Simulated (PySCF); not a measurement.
**GaCl₂: from structure and modes to constants**

Method: PySCF, UPBE0, basis Ga def2-TZVP, Cl def2-TZVP (no relativity, density fitting).

The doublet minimum has C2v symmetry. Masses (u): Ga 68.92558, Cl 34.96885.

```xyz
3
charge 0 multiplicity 2, angstrom
Ga    0.0000    0.0000   -0.5501
Cl    1.8638    0.0000    0.5415
Cl   -1.8638    0.0000    0.5415
```

Harmonic wavenumbers (cm⁻¹): 115.3 (a1, ×1), 373.3 (a1, ×1), 422.3 (b2, ×1).

(1) Find the principal moments of inertia and the rotational constants. What kind of rotor is it?

(2) Give the standard entropy (298.15 K, 1 bar) by its translational, rotational, vibrational and spin parts, and Cp.

Answers

(1) About the centre of mass I = 41.363, 242.95, 284.31 u Å². With B = 16.8576/I this gives 0.4076, 0.06939, 0.05929 cm⁻¹. The molecule is an asymmetric top with κ = -0.94.

(2) Sackur–Tetrode with M = 138.86 u gives 170.4; rotation with symmetry number 2 gives 104.6; vibration 21.5; spin R ln 2 = 5.8. The total is 302.2 J/(mol K), and Cp = 4 R + 20.4 = 53.7 J/(mol K).

Other isomers or separated fragments may lie lower.
